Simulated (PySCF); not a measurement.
**Two-component Hartree-Fock for Tm³⁴⁺ (thulium, charge +34)**

Start: [Ar] 3d10 4s2 4p5; 4p1/2 filled at m_j = +1/2; 4p3/2 filled at m_j = -3/2, -1/2, +1/2, +3/2. Calculated with PySCF 2.14 in an even-tempered Gaussian basis (17 s from 3.5 bohr⁻², ratio 2.8; 14 p from 4.6 bohr⁻², ratio 2.8; 8 d from 8.1 bohr⁻², ratio 2.8; 4 f from 23 bohr⁻², ratio 3): generalised Hartree-Fock with the X2C-1e Hamiltonian and a Gaussian nucleus; one run each with spin-orbit coupling (SO) screened by Boettger's factors, then bare. This is a chosen level, not necessarily the ground level.

```csv
spinor shell,electrons,"ε, screened SO (eV)","ε, bare SO (eV)",weight of nominal j (bare SO),"rms radius, bare SO (bohr)"
1s1/2,2,-61082.3,-61081.4,1.000,0.0227
2s1/2,2,-11595.3,-11595.0,1.000,0.0918
2p1/2,2,-11100.1,-11124.4,1.000,0.0781
2p3/2,4,-10115.0,-10106.7,1.000,0.0852
3s1/2,2,-3694.5,-3694.5,1.000,0.233
3p1/2,2,-3477.1,-3482.4,1.000,0.224
3p3/2,4,-3260.3,-3258.5,1.000,0.238
3d3/2,4,-2900.7,-2905.7,1.000,0.210
3d5/2,6,-2853.9,-2850.7,1.000,0.214
4s1/2,2,-1646.0,-1646.0,1.000,0.493
4p1/2,1,-1557.1,-1558.7,1.000,0.491
4p3/2,4,-1487.4,-1486.9,1.000,0.515
```

```csv
quantity,screened SO,bare SO
E (hartree),-12918.43605,-12919.20567
M_J,1/2,1/2
⟨J²⟩,0.751,0.751
⟨L²⟩,2.051,2.055
⟨S²⟩,0.798,0.802
```

Each row is a mean over spinors that exchange with the open shell spreads, by up to 6.052 eV (3p1/2).

Breit and QED terms are absent; they matter most for the inner s and p1/2 levels.

Densities and radii are taken from the X2C orbitals without a picture-change correction, which distorts them close to the nucleus.
